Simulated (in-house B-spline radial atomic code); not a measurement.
Ionisation energies along the 8-electron series, configuration [He] 2s2 2p4, as differences of self-consistent energies. NIST's values go from ground level to ground level; the uncertainty of those that are theory runs from under 0.1 % in few-electron ions to several per cent in heavy many-electron ones. Computed with a B-spline radial code for spherical atoms: non-relativistic Hartree-Fock, average of the configuration, point nuclei.

| ion | configuration after | ionisation energy (eV) | IE/(q+1)² (eV) | -ε less Coulomb ΔSCF (eV) | tabulated value (eV) | computed minus tabulated (eV) |
| --- | --- | --- | --- | --- | --- | --- |
| Sc13+ | [He] 2s2 2p3 | 838.0 | 4.2757 | 2.0854 | 833.2 | 4.8 |
| Ti14+ | [He] 2s2 2p3 | 949.2 | 4.2187 | 2.0848 | 944.5 | 4.7 |
| V15+ | [He] 2s2 2p3 | 1067.2 | 4.1687 | 2.0844 | 1062.9 | 4.3 |
| Cr16+ | [He] 2s2 2p3 | 1192.0 | 4.1244 | 2.084 | 1188 | 4.0 |
| Mn17+ | [He] 2s2 2p3 | 1323.5 | 4.085 | 2.0837 | 1320.3 | 3.2 |
| Fe18+ | [He] 2s2 2p3 | 1461.9 | 4.0497 | 2.0834 | 1460 | 1.9 |

Q: How far is this level of theory from the measured and semi-empirical values?

A: Over those 6 rows the differences run from +1.93 to +4.85 eV (mean absolute value 3.8 eV). The calculation leaves out relativity, correlation and, in open shells, the multiplet splittings that an average leaves out.
